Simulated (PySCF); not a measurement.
# Bond energies at CCSD(T)/def2-SVP beside a composite method

PySCF, lowest determinants of a PBE0 search. The composite is CCSD(T) extrapolated to the basis-set limit from two correlation-consistent sets, with core-valence (CV) and scalar-relativistic (SR) terms as its label shows; it has no spin–orbit coupling and nothing beyond (T).

```tsv
species	state (unpaired electrons)	De CCSD(T) (eV)	De composite (eV)	composite	dissociates to
OH⁺	triplet (π ↑↑)	5.42	5.21	CCSD(T)/CBS(TQ)+CV+SR	H⁺ + O
SiP	doublet (π ↑)	2.94	3.75	CCSD(T)/CBS(TQ)+CV+SR	Si + P
CsF	singlet (closed shell)	4.18	5.28	CCSD(T)/CBS(DT)+CV	Cs + F
AlS	doublet (σ ↑)	3.69	4.25	CCSD(T)/CBS(TQ)+CV+SR	Al + S
RbS	doublet (π ↑)	1.90	2.64	CCSD(T)/CBS(DT)	Rb + S
NaCl	singlet (closed shell)	3.69	4.15	CCSD(T)/CBS(DT)+CV+SR	Na + Cl
AlH	singlet (closed shell)	3.04	3.19	CCSD(T)/CBS(TQ)+CV+SR	Al + H
AsF	triplet (π ↑↑)	3.46	4.12	CCSD(T)/CBS(DT)	As + F
```

Q: Does CCSD(T) bind more or less than the composite, by how much on average, and where is the difference largest?

A: CCSD(T)/def2-SVP binds less on average, method and basis taken together: the mean signed difference is -0.53 eV and the mean absolute one 0.59 eV; it is largest for CsF (-1.10 eV).

The molecules are drawn from runs that passed checks on state, spin purity and fit, so the hardest cases are missing and the errors look smaller than over all diatomics.

Correlated steps freeze the inner cores (1 to 24 orbitals); shallow outer-core shells are correlated. UHF and ROHF references stand side by side, which adds small steps between rows. Correlated levels converge slowly with the basis: in double zeta they bind strong bonds too weakly, by up to about 1 eV, and carry superposition errors of some tenths. These are scalar-relativistic numbers at best; spin–orbit coupling would shift them, the dissociation energy most. For an ion De counts to the pair picked by the measured ionisation energies or electron affinities, which need not be the lowest pair at this level. Where the molecule has an RHF reference, its open-shell atoms are computed with UHF. The CCSD T1 diagnostic is raised in AlS, a sign that a single reference may not be enough there. States were picked by a PBE0 search and need not be the measured ground states.
